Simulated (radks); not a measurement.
Values are calculated unless marked as measured or tabulated.
Isoelectronic series with 14 electrons, each ion in its NIST ground configuration. Level of theory: scalar-relativistic Kohn-Sham, BLYP, spin-polarised, spherical densities, point nucleus; open shells are filled with parallel spins first (a radial shooting solver on a logarithmic mesh with Libxc functionals). Total energies (hartree) and orbital eigenvalues (hartree) (* marks an orbital that is empty in some or all of the ions):

| ion | configuration | E (hartree) | 3p down* | 3p up | 3s down | 3s up | 2p down |
|---|---|---|---|---|---|---|---|
| Si | [Ne] 3s2 3p2 | -290.02302 | -0.11338 | -0.15917 | -0.35740 | -0.40901 | -3.49715 |
| P+ | [Ne] 3s2 3p2 | -341.75831 | -0.47545 | -0.54140 | -0.80553 | -0.87701 | -4.95218 |
| S2+ | [Ne] 3s2 3p2 | -398.03421 | -0.97169 | -1.05623 | -1.38755 | -1.47752 | -6.68487 |
| Cl3+ | [Ne] 3s2 3p2 | -458.84506 | -1.59214 | -1.69443 | -2.09378 | -2.20147 | -8.68362 |
| Ar4+ | [Ne] 3s2 3p2 | -524.19222 | -2.33236 | -2.45188 | -2.92006 | -3.04496 | -10.94330 |
| K5+ | [Ne] 3s2 3p2 | -594.08068 | -3.18993 | -3.32629 | -3.86423 | -4.00597 | -13.46118 |
| Ca6+ | [Ne] 3s2 3p2 | -668.51773 | -4.16340 | -4.31633 | -4.92504 | -5.08333 | -16.23572 |
| Sc7+ | [Ne] 3s2 3p2 | -747.51233 | -5.25185 | -5.42113 | -6.10179 | -6.27641 | -19.26599 |
| Ti8+ | [Ne] 3s2 3p2 | -831.07478 | -6.45470 | -6.64017 | -7.39408 | -7.58483 | -22.55149 |
| V9+ | [Ne] 3s2 3p2 | -919.21648 | -7.77157 | -7.97308 | -8.80172 | -9.00846 | -26.09194 |
| Cr10+ | [Ne] 3s2 3p2 | -1011.94983 | -9.20223 | -9.41966 | -10.32467 | -10.54726 | -29.88726 |
